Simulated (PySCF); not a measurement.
# Hartree-Fock beside MP2: BH4NO

Calculated results; nothing here was measured. They come from PySCF 2.14.0, an open-source quantum chemistry program, on an isolated molecule that a program drew, which may never have been made. The molecule is BH4NO (charge 0, singlet), drawn as the SMILES string `NBO`.

The geometry was optimised and harmonic frequencies were computed with HF and MP2, all in the cc-pVDZ basis, for the commonest isotopes, with a restricted reference for singlets and an unrestricted one otherwise, and a frozen core in MP2. Each result is a local minimum of its method.

Geometry at the HF minimum:
```xyz
7
BH4NO, angstrom
N    -0.2720    0.2878   -1.0080
B    -1.0837   -0.1488    0.0520
O    -2.4353    0.0378    0.0942
H     0.7138    0.1377   -1.0116
H    -0.6064    0.7686   -1.8173
H    -0.5839   -0.7189    0.9818
H    -2.7948    0.4900   -0.6532
```

Lengths of the bonds as drawn, in Å (atoms numbered as above):
```
 bond     HF    MP2
N1-B2  1.405  1.413
B2-O3  1.365  1.382
N1-H4  0.997  1.011
N1-H5  0.999  1.013
B2-H6  1.200  1.206
O3-H7  0.945  0.966
```

Rotational constants, in GHz:
| constant | HF | MP2 |
|---|---|---|
| A | 56.02 | 55.58 |
| B | 9.682 | 9.461 |
| C | 8.255 | 8.085 |

Harmonic frequencies in cm^-1, each column in rising order, so a row needn't be the same motion in every method:
| rank | HF | MP2 |
|---|---|---|
| 1 | 393 | 353 |
| 2 | 470 | 440 |
| 3 | 502 | 492 |
| 4 | 640 | 620 |
| 5 | 925 | 865 |
| 6 | 1002 | 944 |
| 7 | 1066 | 1009 |
| 8 | 1170 | 1122 |
| 9 | 1285 | 1228 |
| 10 | 1490 | 1439 |
| 11 | 1748 | ? |
| 12 | 2720 | 2680 |
| 13 | 3819 | 3647 |
| 14 | 3926 | 3769 |
| 15 | 4167 | 3871 |

**Estimate the missing MP2 frequency from the HF column.**

A single factor s that minimises the squared misfit of MP2 against s times HF over the other rows is sum(HF x MP2) / sum(HF^2) = 0.9525, with an rms misfit of 38 cm^-1. For rank 11 it gives 0.9525 x 1748 = 1665 cm^-1. The calculation gives 1626 cm^-1, 39 cm^-1 below the estimate. The drawn bonds are on average 1.2 % longer in MP2 than in HF.
